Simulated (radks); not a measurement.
All-electron atom: Ta III in [Xe] 4f14 5d2.75 6p0.25 (fractional occupations, a model configuration).

All-electron calculation, scalar-relativistic Kohn-Sham, AM05, spin-polarised, spherical densities, finite nucleus; open shells are filled with parallel spins first (spin-orbit coupling, left out, can overturn this in heavy ions); Fermi nuclear charge, rms radius 5.3507 fm. Program: a radial shooting solver on a logarithmic mesh with Libxc functionals.

Energy parts (hartree):
| part | energy |
|---|---|
| total | -15592.5707 |
| kinetic | 17122.5312 |
| electron-nucleus | -38469.4333 |
| Hartree | 6060.1954 |
| exchange-correlation | -305.8639 |

Orbitals (lengths in bohr, moments of r in powers of bohr; <r^-3> diverges for s and p1/2):
orbital  occ.  eigenvalue (hartree)  <r^-3>      <r^2>       <r^4>
1s down     1             -2473.580       -  0.0004793   6.219e-07
1s up       1             -2473.580       -  0.0004793   6.219e-07
2s up       1             -425.5677       -   0.007384  0.00009404
2s down     1             -425.5637       -   0.007384  0.00009404
2p up       3             -373.2145   18720   0.006087  0.00007334
2p down     3             -373.2113   18720   0.006087  0.00007334
3s up       1             -97.94166       -    0.04803    0.003474
3s down     1             -97.94042       -    0.04803    0.003474
3p up       3             -82.36478    4152    0.04871    0.003721
3p down     3             -82.36340    4152    0.04871    0.003721
3d up       5             -64.14440   537.2    0.04041    0.002879
3d down     5             -64.14184   537.2    0.04041    0.002879
4s up       1             -20.42999       -     0.2380     0.08229
4s down     1             -20.42694       -     0.2380     0.08227
4p up       3             -15.31662   960.8     0.2710      0.1097
4p down     3             -15.31368   960.7     0.2709      0.1097
4d up       5              -8.76570   105.8     0.3177      0.1638
4d down     5              -8.76200   105.8     0.3175      0.1634
5s up       1              -3.30938       -      1.366       2.761
5s down     1              -3.26971       -      1.349       2.685
5p up       3              -2.07993   132.4      1.896       5.550
5p down     3              -2.02421   136.0      1.861       5.339
4f up       7              -1.52332   17.25     0.5240      0.6938
4f down     7              -1.51340   17.37     0.5136      0.6524
5d up    2.75              -0.73325   6.693      4.458       34.93
5d down     0              -0.65383   6.851      4.591       38.81
6p up    0.25              -0.48983   16.81      13.84       281.9

The highest occupied level is 6p up at -13.329 eV. The configuration is held as typed, so some empty levels lie below it. The spin density at the nucleus is -11.96 e/bohr^3 (1s -0.11, 2s -0.62, 3s 0.09, 4s 0.58, 5s -11.90). Spin moment in Bohr magnetons: 3. The density falls to 0.001 e/bohr^3 at r = 3.89 bohr.
